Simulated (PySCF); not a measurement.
An unknown is described by computed data only.

Elements present: C, Cl, H, N and O. Monoisotopic mass: 181.0061 u.

* Polarisability: 111.5 au [wB97X-D/def2-SVPD]
* UV, first state: lowest singlet excitation: 5.74 eV (216 nm, f = 0.014) [TDDFT wB97X-D/def2-SVPD]
* Triplet: lowest triplet excitation (Tamm–Dancoff): 4.40 eV [TDA wB97X-D/def2-SVPD]
* Valence photoelectron: vertical ionisation energy: 9.56 eV [ΔSCF wB97X-D/def2-SVPD]
* Rotational structure: rotational constants A, B, C: 1.237, 0.721, 0.517 GHz [PBE0-D3(BJ)/def2-SVP]
* NMR, other nuclei: isotropic shieldings of nuclei other than C and H, by class: 139 (1 N), -49 (1 O), 681 (1 Cl), 697 (1 Cl) ppm [GIAO PBE0/pcSseg-1]
* UV, strongest line: among the 10 lowest singlet transitions: S2 at 6.80 eV (182 nm, f = 0.100) [TDDFT wB97X-D/def2-SVPD]
* 13C NMR: chemical shifts (computed TMS as zero) by class: 170.2 (1 C), 144.1 (1 C), 129.0 (1 C), 86.3 (1 C), 70.2 (1 C), 25.1 (1 C) ppm [GIAO PBE0/pcSseg-1]
* Dipole: 3.68 D [wB97X-D/def2-SVPD]
* 1H NMR: chemical shifts (computed TMS as zero) by class: 5.99 (1 H), 5.73 (1 H), 5.55 (1 H), 5.46 (1 H), 4.37 (1 H), 2.95 (3 H), 2.25 (1 H) ppm [GIAO PBE0/pcSseg-1]

Electronic properties: PySCF, gas phase, density fitting. Levels stand in brackets. Isolated species at its PBE0-D3(BJ)/def2-SVP geometry (one conformer only). NMR classes are plain means over equivalent atoms (diastereotopic ones count apart unless rotation or inversion swaps them), as if these changed places fast.

**Question.** Which formula fits the mass and the elements?

**Answer.** C6H9Cl2NO (calculated 181.0061). No other formula that holds each of these elements comes within 0.0003 u with a fitting electron parity and a possible valence count.

**Question.** Give a SMILES that accounts for the data.

**Answer.** Numbering: `[CH2:1]=[CH:2][C@@H:3]([C:4](=[O:5])[NH:6][CH3:7])[CH:8]([Cl:9])[Cl:10]`. Its formula, C6H9Cl2NO, gives 2 degrees of unsaturation: 0 rings and 2 π bonds in the structure found. 6 carbons fall into 6 classes; from least to most shielded: amide carbonyl carbon [C4] (170.2 ppm), alkene CH carbon [C2] (144.1 ppm), terminal =CH2 carbon [C1] (129.0 ppm), CHCl2 carbon [C8] (86.3 ppm), sp3 carbon next to a carbonyl [C3] (70.2 ppm), N-methyl carbon [C7] (25.1 ppm). Hydrogen classes from least to most shielded: 1 H on an alkene CH carbon, C2 (5.99 ppm), 1 H on a CHCl2 carbon, C8 (5.73 ppm), 1 H on a terminal =CH2 carbon, C1 (5.55 ppm), 1 H on a terminal =CH2 carbon, C1 (5.46 ppm), 1 H on an amide nitrogen, N6 (4.37 ppm), 3 H on an N-methyl carbon, C7 (2.95 ppm, a mean of values up to 1.8 ppm apart in this geometry), 1 H on an sp3 carbon next to a carbonyl, C3 (2.25 ppm). The other shieldings belong to: 139 ppm, amide nitrogen [N6]; -49 ppm, amide oxygen [O5]; 681 ppm, alkyl chlorine [Cl9]; 697 ppm, alkyl chlorine [Cl10]. The first electron is taken from the HOMO, whose largest Löwdin shares are 0.33 on the amide oxygen, 0.18 on the terminal =CH2 carbon, 0.15 on the alkene CH carbon and 0.08 on the sp3 carbon next to a carbonyl. The optimised geometry has point group C1 and is an asymmetric top. Structure: `C=C[C@@H](C(=O)NC)C(Cl)Cl`. The assignments are read from this structure; whether some other isomer fits the data as well wasn't checked. The mirror image fits equally. NMR values of atoms bound to several Cl lack the spin–orbit term that these neighbours bring.

Conformer computed: `[CH2:1]=[CH:2][C@@H:3]([C:4](=[O:5])[NH:6][CH3:7])[CH:8]([Cl:9])[Cl:10]`: C1–C2–C3–C4 126°, C2–C3–C4–O5 63°, C3–C4–N6–C7 180°, C2–C3–C8–Cl9 178°.
